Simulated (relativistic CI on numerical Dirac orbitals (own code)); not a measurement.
## Ti⁴⁺ in a cubic cluster: L2,3 absorption with charge transfer

Computed with a charge-transfer multiplet model of a cubic metal-ligand cluster with up to 2 ligand holes, Slater and spin-orbit integrals from Dirac-Coulomb-Breit ions, Slater integrals scaled by 0.9. The ground state mixes d0 with configurations of k ligand holes L, whose averages lie at kΔ + k(k − 1)U_dd/2; a core hole lowers each added d electron by U_cd. 300 K, Lorentzian 0.4 eV and Gaussian 0.3 eV FWHM.

Atomic integrals in eV (Slater integrals scaled, ζ unscaled), ground: F2dd 7.400, F4dd 4.602, zeta_d 0.013; with the core hole: F2dd 7.400, F4dd 4.602, zeta_d 0.032, zeta_core 3.741, F2cd 5.699, G1cd 4.259, G3cd 2.418. Where a configuration has fewer than two d electrons, the dd integrals are those of d2.

Cluster parameters (eV): U_dd = 4.5, U_cd = 5.6, 10Dq = 1.5, 10Dq(ligand) = 0.9, V(eg) = 3.75, V(t2g) = -1.67, final-state hopping factor = 1.

```tsv
Case	n_d	d0	d1L	d2L2	S
Δ = -1.8 eV	1.09	0.18	0.54	0.27	0.00
Δ = 0.2 eV	0.96	0.25	0.54	0.21	0.00
Δ = 1.2 eV	0.90	0.29	0.53	0.19	0.00
```

Weights, n_d and S are thermal averages at 300 K. Photon energies count from the first peak over 30 % of the highest in each spectrum, which can be another peak from case to case. The parameters are a model scan and need not match a compound or its usual spin state. Peaks in eV (height, largest 100):
- Δ = -1.8 eV: -1.2 (5), 0.0 (48), 2.5 (64), 3.6 (27), 5.7 (62), 8.0 (100), 9.4 (30)
- Δ = 0.2 eV: 0.0 (37), 2.6 (58), 4.2 (22), 5.4 (33), 6.1 (36), 8.2 (100), 10.0 (13)
- Δ = 1.2 eV: 0.0 (34), 2.5 (59), 4.5 (26), 5.2 (31), 5.5 (30), 6.4 (28), 6.7 (28), 8.2 (100), 10.3 (9)

Curve for Δ = 0.2 eV (points under 2 left out, the grid thinned):

```json
{"E (eV)": "-2.1", "Intensity": "2.1"}
{"E (eV)": "-1.8", "Intensity": "2.3"}
{"E (eV)": "-1.4", "Intensity": "3.1"}
{"E (eV)": "-1.1", "Intensity": "4.2"}
{"E (eV)": "-0.8", "Intensity": "4.1"}
{"E (eV)": "-0.5", "Intensity": "7.4"}
{"E (eV)": "-0.1", "Intensity": "31.3"}
{"E (eV)": "0.2", "Intensity": "28.7"}
{"E (eV)": "0.5", "Intensity": "9.8"}
{"E (eV)": "0.9", "Intensity": "5.1"}
{"E (eV)": "1.2", "Intensity": "4.1"}
{"E (eV)": "1.5", "Intensity": "4.2"}
{"E (eV)": "1.9", "Intensity": "7.8"}
{"E (eV)": "2.2", "Intensity": "20.4"}
{"E (eV)": "2.5", "Intensity": "54.0"}
{"E (eV)": "2.8", "Intensity": "40.7"}
{"E (eV)": "3.2", "Intensity": "14.2"}
{"E (eV)": "3.5", "Intensity": "12.4"}
{"E (eV)": "3.8", "Intensity": "13.7"}
{"E (eV)": "4.2", "Intensity": "21.7"}
{"E (eV)": "4.5", "Intensity": "19.8"}
{"E (eV)": "4.8", "Intensity": "22.4"}
{"E (eV)": "5.1", "Intensity": "26.5"}
{"E (eV)": "5.5", "Intensity": "33.2"}
{"E (eV)": "5.8", "Intensity": "29.8"}
{"E (eV)": "6.1", "Intensity": "35.8"}
{"E (eV)": "6.5", "Intensity": "28.8"}
{"E (eV)": "6.8", "Intensity": "23.6"}
{"E (eV)": "7.1", "Intensity": "20.9"}
{"E (eV)": "7.5", "Intensity": "28.0"}
{"E (eV)": "7.8", "Intensity": "49.8"}
{"E (eV)": "8.1", "Intensity": "97.3"}
{"E (eV)": "8.4", "Intensity": "75.9"}
{"E (eV)": "8.8", "Intensity": "36.4"}
{"E (eV)": "9.1", "Intensity": "22.2"}
{"E (eV)": "9.4", "Intensity": "11.5"}
{"E (eV)": "9.8", "Intensity": "11.0"}
{"E (eV)": "10.1", "Intensity": "12.2"}
{"E (eV)": "10.4", "Intensity": "7.5"}
{"E (eV)": "10.8", "Intensity": "4.3"}
{"E (eV)": "11.1", "Intensity": "3.2"}
{"E (eV)": "11.4", "Intensity": "2.6"}
{"E (eV)": "11.7", "Intensity": "2.3"}
{"E (eV)": "12.1", "Intensity": "2.3"}
{"E (eV)": "12.4", "Intensity": "2.0"}
```

A d0 ion has no d-d gap: its lowest excitations are ligand-to-metal charge transfer. With the core hole the configuration with one ligand hole lies at Δ + U_dd − U_cd = -2.9, -0.9, 0.1 eV from the one without, in the order of the table; where this is negative the screened configuration lies lower, though the effective hopping of about 8.0 eV (from the holes of the mixed ground state) mixes the two strongly wherever it is as large as the gap.

With at most 2 ligand holes the space is cut while the next configuration still counts, so covalency is underestimated, and a final configuration with one more ligand hole, which can lie low, is missing from the spectra.
